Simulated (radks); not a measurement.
Task: The mean radii <r> (bohr) of the occupied orbitals of an atom or ion are listed with their occupations. All-electron calculation, Dirac Kohn-Sham, BLYP, spin-unpolarised, spherical densities, point nucleus. Program: a radial shooting solver on a logarithmic mesh with Libxc functionals.

| orbital | occ. | <r> |
|---|---|---|
| 1s1/2 | 2 | 0.04148 |
| 2s1/2 | 2 | 0.1832 |
| 2p1/2 | 2 | 0.1573 |
| 2p3/2 | 4 | 0.1613 |
| 3s1/2 | 2 | 0.5294 |
| 3p1/2 | 2 | 0.5321 |
| 3p3/2 | 4 | 0.5425 |
| 3d3/2 | 4 | 0.5481 |
| 3d5/2 | 6 | 0.5518 |
| 4s1/2 | 2 | 1.396 |
| 4p1/2 | 1 | 1.531 |

Name the element and its charge. Open shells, if any, fill j = l - 1/2 first.

Result: Z = 36, krypton, charge +5: Kr5+ in [Ar] 3d10 4s2 4p1. The 1s radius gives Z: for a bare nucleus <r> = (2 gamma + 1)/(2Z) with gamma = sqrt(1 - (Z/c)^2), 0.04069 bohr for Z = 36, and screening makes it slightly larger (0.04148 here). The occupations add up to 31, and the charge is Z minus that.
